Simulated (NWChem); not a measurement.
System meant: WN2H3OF; SMILES [NH]=[W](=[NH])([OH])[F]

NWChem input:

```
start job
memory heap 200 mb stack 900 mb global 1100 mb
geometry units angstroms noautoz
  W     -0.127542     0.061940     0.001276
  N      0.385452    -0.816666     1.417667
  H      0.815431    -1.568599     1.945398
  N      0.372757    -0.821137    -1.416966
  H      0.797922    -1.576457    -1.943834
  F     -2.007934     0.171870     0.009661
  O      0.736542     1.738116    -0.005498
  H      1.652821     2.025991    -0.017842
end
basis spherical
  W library def2-svp
  N library def2-svp
  H library def2-svp
  F library def2-svp
  O library def2-svp
end
ecp
  W library def2-ecp
end
dft
  xc xpbe96 cpbe96
  iterations 4
  mulliken
end
task dft energy
```

End of the output:

```
    Atom       Charge   Shell Charges
 -----------   ------   -------------------------------------------------------
    1 W   14    13.83   0.00  0.04  1.09  0.78  0.34  0.13  4.96  1.26  0.44  3.25  1.19  0.35
    2 N    7     7.12   1.97  0.79  0.50  2.20  1.63  0.03
    3 H    1     0.90   0.57  0.20  0.13
    4 N    7     7.12   1.97  0.79  0.50  2.20  1.63  0.03
    5 H    1     0.90   0.57  0.20  0.13
    6 F    9     9.13   1.98  1.03  0.78  3.20  2.15  0.01
    7 O    8     8.10   1.97  0.87  0.60  2.71  1.93  0.01
    8 H    1     0.88   0.54  0.16  0.18

 center of mass
 --------------
 x =   0.02424198 y =   0.03692812 z =   0.00005931

 moments of inertia (a.u.)
 ------------------
         564.200417661116          -0.000000000000          -0.000000000000
          -0.000000000000         489.615854802589          -0.000000000000
          -0.000000000000          -0.000000000000         597.562331784236

     Multipole analysis of the density
     ---------------------------------

     L   x y z        total         alpha         beta         nuclear
     -   - - -        -----         -----         ----         -------
     0   0 0 0      0.000000    -24.000000    -24.000000     48.000000

     1   1 0 0     -0.785266     -0.620465     -0.620465      0.455663
     1   0 1 0     -1.144517     -0.066886     -0.066886     -1.010744
     1   0 0 1     -0.005862      0.000145      0.000145     -0.006153

     2   2 0 0    -30.534457    -87.471497    -87.471497    144.408537
     2   1 1 0     -1.310739      2.121415      2.121415     -5.553570
     2   1 0 1     -0.006547      0.003345      0.003345     -0.013236
     2   0 2 0    -31.984000   -102.589896   -102.589896    173.195793
     2   0 1 1      0.024754     -0.002602     -0.002602      0.029959
     2   0 0 2    -32.983402    -80.211815    -80.211815    127.440228

 ------------------------------------------------------------------------
 dft energy failed                                                                                  0
 ------------------------------------------------------------------------
 ------------------------------------------------------------------------
  current input line :
    28: task dft energy
 ------------------------------------------------------------------------
 ------------------------------------------------------------------------
 This type of error is most commonly associated with calculations not reaching convergence criteria
 ------------------------------------------------------------------------
 For more information see the NWChem manual at https://nwchemgit.github.io

0:dft energy failed:Received an Error in Communication
```

Question: Can this run be used? If not, why, and what is the fix?

Answer: The run did not converge; its last values are not results. Cause: the SCF was allowed too few iterations. This input runs:
```
start job
memory heap 200 mb stack 900 mb global 1100 mb
geometry units angstroms noautoz
  W     -0.127542     0.061940     0.001276
  N      0.385452    -0.816666     1.417667
  H      0.815431    -1.568599     1.945398
  N      0.372757    -0.821137    -1.416966
  H      0.797922    -1.576457    -1.943834
  F     -2.007934     0.171870     0.009661
  O      0.736542     1.738116    -0.005498
  H      1.652821     2.025991    -0.017842
end
basis spherical
  W library def2-svp
  N library def2-svp
  H library def2-svp
  F library def2-svp
  O library def2-svp
end
ecp
  W library def2-ecp
end
dft
  xc xpbe96 cpbe96
  iterations 150
  mulliken
end
task dft energy
```
It converges to -353.14550 Ha (PBE/def2-SVP with def2 effective core potentials on W).
